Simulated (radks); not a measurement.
Neutral carbon inside a hard spherical wall (all orbitals vanish at R), configuration held at [He] 2s2 2p2 and not refilled when levels cross. Method: non-relativistic Kohn-Sham, LDA (Slater exchange, VWN5 correlation), spin-polarised, spherical densities, point nucleus; open shells are filled with parallel spins first; computed with a radial shooting solver on a logarithmic mesh with Libxc functionals. Eigenvalues in eV for spin up, with the zero of energy where the potential of the charges vanishes at infinity; a dash marks a level that is unbound or too diffuse for the functional's potential to be trusted. A positive occupied level is held by the wall or, in an anion where self-interaction has pushed it up, behind a barrier. The pressure on the wall is -dE/dV.

[
 {"R (bohr)": "free", "E (hartree)": "-37.47003", "kinetic (hartree)": "37.243", "e(1s)": "-270.50", "e(2s)": "-14.457", "e(2p)": "-6.192", "e(3s, empty)": "-0.166", "e(3p, empty)": "-", "pressure (GPa)": "0"},
 {"R (bohr)": "12", "E (hartree)": "-37.47003", "kinetic (hartree)": "37.243", "e(1s)": "-270.50", "e(2s)": "-14.457", "e(2p)": "-6.192", "e(3s, empty)": "0.136", "e(3p, empty)": "1.231", "pressure (GPa)": "< 0.0001"},
 {"R (bohr)": "8", "E (hartree)": "-37.46977", "kinetic (hartree)": "37.245", "e(1s)": "-270.46", "e(2s)": "-14.432", "e(2p)": "-6.166", "e(3s, empty)": "1.372", "e(3p, empty)": "3.228", "pressure (GPa)": "0.0132"},
 {"R (bohr)": "6", "E (hartree)": "-37.46568", "kinetic (hartree)": "37.275", "e(1s)": "-270.12", "e(2s)": "-14.221", "e(2p)": "-5.921", "e(3s, empty)": "4.399", "e(3p, empty)": "7.051", "pressure (GPa)": "0.407"},
 {"R (bohr)": "5", "E (hartree)": "-37.45124", "kinetic (hartree)": "37.362", "e(1s)": "-269.32", "e(2s)": "-13.735", "e(2p)": "-5.344", "e(3s, empty)": "8.651", "e(3p, empty)": "11.761", "pressure (GPa)": "2.62"},
 {"R (bohr)": "4", "E (hartree)": "-37.38347", "kinetic (hartree)": "37.694", "e(1s)": "-266.82", "e(2s)": "-12.183", "e(2p)": "-3.510", "e(3s, empty)": "18.821", "e(3p, empty)": "21.976", "pressure (GPa)": "19.9"},
 {"R (bohr)": "3.5", "E (hartree)": "-37.27799", "kinetic (hartree)": "38.131", "e(1s)": "-264.03", "e(2s)": "-10.317", "e(2p)": "-1.367", "e(3s, empty)": "29.212", "e(3p, empty)": "31.753", "pressure (GPa)": "59.5"},
 {"R (bohr)": "2.5", "E (hartree)": "-36.42861", "kinetic (hartree)": "40.817", "e(1s)": "-250.63", "e(2s)": "0.879", "e(2p)": "10.368", "e(3s, empty)": "81.565", "e(3p, empty)": "77.344", "pressure (GPa)": "695"},
 {"R (bohr)": "2", "E (hartree)": "-34.83628", "kinetic (hartree)": "44.821", "e(1s)": "-235.60", "e(2s)": "18.461", "e(2p)": "26.606", "e(3s, empty)": "152.46", "e(3p, empty)": "134.92", "pressure (GPa)": "3000"},
 {"R (bohr)": "1.5", "E (hartree)": "-29.99915", "kinetic (hartree)": "55.052", "e(1s)": "-207.54", "e(2s)": "67.747", "e(2p)": "65.806", "e(3s, empty)": "324.70", "e(3p, empty)": "267.01", "pressure (GPa)": "17600"}
]
